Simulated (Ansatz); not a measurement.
Consider the dimerisation: 2 `[OH][InH2]` → `[OH+]1[InH2-][OH+][InH2-]1`.

Calculated with Ansatz (gas phase, PBE0-D4/def2-TZVP geometries, no zero-point term in ΔE). CCSD(T)/CBS is the MP2 limit (def2-TZVPP, def2-QZVPP) plus CCSD(T) − MP2 in def2-TZVPP, frozen cores. Functionals use def2-TZVPP. def2 core potentials past Kr. For In outer-core shells are correlated without core-valence functions, which leaves a few kJ/mol of doubt a bond.

(1) Is it downhill or uphill in electronic energy at CCSD(T)/CBS, and by how much? (An estimate is asked.)

(2) What do these levels give: LDA (SPW92), PBE-D4, BLYP-D4, PBE0-D4, BHLYP-D4, CAM-B3LYP-D4, PBE, BLYP, r2SCANh, r2SCAN0, SCS-MP2/def2-TZVPP, CCSD/CBS(def2)? (Estimate.)

Largest T1 diagnostic among the species: 0.017.

Results:

(1) Ansatz gave: Downhill: ΔE = -2.32 eV.

(2) Ansatz gave: LDA (SPW92) -2.31, PBE-D4 -1.95, BLYP-D4 -1.88, PBE0-D4 -2.12, BHLYP-D4 -2.29, CAM-B3LYP-D4 -2.17, PBE -1.84, BLYP -1.64, r2SCANh -2.21, r2SCAN0 -2.25, SCS-MP2/def2-TZVPP -2.20, CCSD/CBS(def2) -2.31 eV.

From r2SCAN to r2SCAN0 (25 % exact exchange), in def2-TZVPP and without D4, ΔE moves by −0.08 eV. Leaving LDA and LC-ωPBE aside and taking each functional with its dispersion term where it has one, the values, not all of them listed here, spread over 0.44 eV, from BHLYP-D4 to revPBE-D4. LDA lies −0.47 eV from PBE without D4. The D4 term adds −0.19 eV with B3LYP and −0.10 eV with PBE0; it sums over pairs of atoms, weighted by their polarisabilities, and B3LYP, whose exchange is more repulsive, gets the larger term.

B3LYP here is the variant with VWN-RPA as its local correlation; programs differ in this.
